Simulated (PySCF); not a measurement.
Energies from PySCF, thermal terms from the rigid-rotor harmonic-oscillator model, ideal gas at 1 bar. The comparison is the NASA 1993 polynomial table, which mixes measured and estimated data. All species are closed-shell singlets. Br: all electrons, no relativistic terms. The harmonic model lacks anharmonicity and excited electronic states, which grow with temperature; levels with a mode under 35 cm⁻¹ are left out. Soft modes under 120 cm⁻¹ make the harmonic entropy rough for SiBr₄. The table's entry may be an old estimate for SiBr₄ (not checked at source).

Harmonic frequencies at PBE/def2-SVP (cm⁻¹): 81, 81, 128, 128, 128, 237, 482, 482, 482. Point group Td; S°(298 K) = 382.7 J/mol/K at this level.

### Question
Work out Cp and S° of gaseous SiBr₄ at 500, 800, 1200, 1600, 2000 K from these, and set them beside the table.

### Answer
```tsv
T (K)	Cp PBE/def2-SVP	Cp table	S° PBE/def2-SVP	S° table
500	103.8	103.6	434.9	431.4
800	106.3	106.2	484.4	480.8
1200	107.3	107.2	527.7	524.1
1600	107.6	107.6	558.6	555.0
2000	107.8	107.8	582.7	579.0
```
Units J/mol/K.
